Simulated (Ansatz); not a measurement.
CH₅BBrN, SMILES `CNBBr`, relaxed with RKS PBE0-D4/def2-TZVP in Ansatz 0.2.0 from a PBE-D4/def2-SVP geometry. The force threshold is 0.005 eV/Å; the program also tests the step.

Total charge 0; spin multiplicity 1.

Start:

```xyz
9

C    -0.603   -0.536    0.916
N     0.388    0.214    0.164
B     0.380    0.450   -1.210
Br    1.816    1.480   -2.014
H    -1.076    0.085    1.707
H    -0.160   -1.429    1.406
H    -1.400   -0.882    0.231
H     1.158    0.591    0.724
H    -0.504    0.027   -1.923
```

Task: By how much does the energy fall, and how many steps does the optimiser take? (An estimate is asked.)

Result: Ansatz gave: 0.80 kcal/mol, in 6 steps.

Task: Which bonds change most? (Best estimate.)

Result: Computed: B3–H9 from 1.212 to 1.191 Å; C1–H6 from 1.112 to 1.094 Å; C1–H5 from 1.112 to 1.094 Å; C1–H7 from 1.106 to 1.090 Å.

Task: Give the relaxed structure. (Best estimate.)

Result: Computed: 
```xyz
9

C    -0.601   -0.534    0.909
N     0.390    0.209    0.164
B     0.371    0.445   -1.193
Br    1.799    1.468   -2.003
H    -1.073    0.088    1.674
H    -0.159   -1.406    1.399
H    -1.375   -0.882    0.226
H     1.151    0.575    0.717
H    -0.503    0.037   -1.892
```
